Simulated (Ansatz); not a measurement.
```yaml
crystal:
  periodic: [false, false, false]
  atoms:
    - {symbol: B, position_ang: [-0.631291, -1.540455, -0.365146]}
    - {symbol: C, position_ang: [0.560704, -0.748467, -0.807706]}
    - {symbol: F, position_ang: [1.732445, -0.717543, -0.164084]}
    - {symbol: C, position_ang: [0.790194, -0.084355, -1.916172]}
    - {symbol: Ga, position_ang: [-0.337080, 1.649021, -0.797459]}
    - {symbol: Se, position_ang: [-1.600690, 0.001742, 0.586414]}
    - {symbol: Si, position_ang: [-0.400454, 0.395827, 2.388913]}
    - {symbol: H, position_ang: [-1.193418, -1.912482, -1.275667]}
    - {symbol: H, position_ang: [-0.372815, -2.323011, 0.533168]}
    - {symbol: H, position_ang: [-0.041482, -0.156561, -2.767121]}
    - {symbol: H, position_ang: [1.908723, 0.311281, -2.130381]}
    - {symbol: H, position_ang: [-1.107584, 2.150452, -1.844880]}
    - {symbol: H, position_ang: [0.734824, 2.423150, 0.046785]}
    - {symbol: H, position_ang: [-0.886018, -0.702168, 3.415482]}
    - {symbol: H, position_ang: [1.034253, 0.014662, 2.269455]}
    - {symbol: H, position_ang: [-0.595611, 1.738216, 3.103186]}
basis:
  gaussian: {orbitals: cc-pVDZ}
hamiltonian: {xc: {name: revPBE0}}
outputs: {forces: true}
output: {forces: true}
```

```sh
$ ansatz run in.yaml --threads 2 --pin off --events-out ev --progress --plain --max-ram 32768MiB --backend cpu
```

Problem. How does Ansatz answer? (Estimate.)

Solution. Computed: The program refused the input.
```
Error: YAML parse error: error: line 23 column 1: unknown field `outputs`, expected one of crystal, accuracy, basis, kpoints, hamiltonian, magnetization, projection, total_charge, correlation, batch, efield, external_charges, scf, relax, neb, saddle, md, ramp, phonons, dielectric, real_time, elastic, magnetic_configurations, gw, evaluate, workflow, output, checkpoint, execution
21 |   gaussian: {orbitals: cc-pVDZ}
22 | hamiltonian: {xc: {name: revPBE0}}
23 | outputs: {forces: true}
24 | output: {forces: true}
```
